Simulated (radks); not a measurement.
Q: These are the eigenvalues of the occupied orbitals of an atom or ion with whole-number occupations (hartree). All-electron calculation, Dirac Kohn-Sham, Slater X-alpha with alpha = 0.604, spin-unpolarised, spherical densities, finite nucleus; Fermi nuclear charge, rms radius of each element as measured or else 0.836 A^(1/3) + 0.57 fm. Program: a radial shooting solver on a logarithmic mesh with Libxc functionals.

orbital  eigenvalue
1s1/2     -2624.075
2s1/2     -454.4828
2p1/2     -435.0057
2p3/2     -382.2851
3s1/2     -105.2317
3p1/2     -96.51439
3p3/2     -85.08039
3d3/2     -70.36194
3d5/2     -67.88064
4s1/2     -22.03001
4p1/2     -18.39839
4p3/2     -15.72316
4d3/2      -9.74705
4d5/2      -9.25380
5s1/2      -3.30030
5p1/2      -2.20310
5p3/2      -1.80116
4f5/2      -1.73682
4f7/2      -1.64574
5d3/2      -0.42041
6s1/2      -0.41790
5d5/2      -0.38825

Which element is it, and in what charge state? The configuration may be excited. Open shells, if any, fill j = l - 1/2 first.

A: Z = 75, rhenium, charge +1: Re+ in [Xe] 4f14 5d5 6s1. The list shows which subshells hold electrons but not how many an open one holds; the 1s level, -2624.1 hartree, gives Z - s = 72.4 by -(Z - s)^2/2, which with screening and relativity narrows Z to a few neighbours, and the depths of the outer levels then fix element, charge and occupations together.
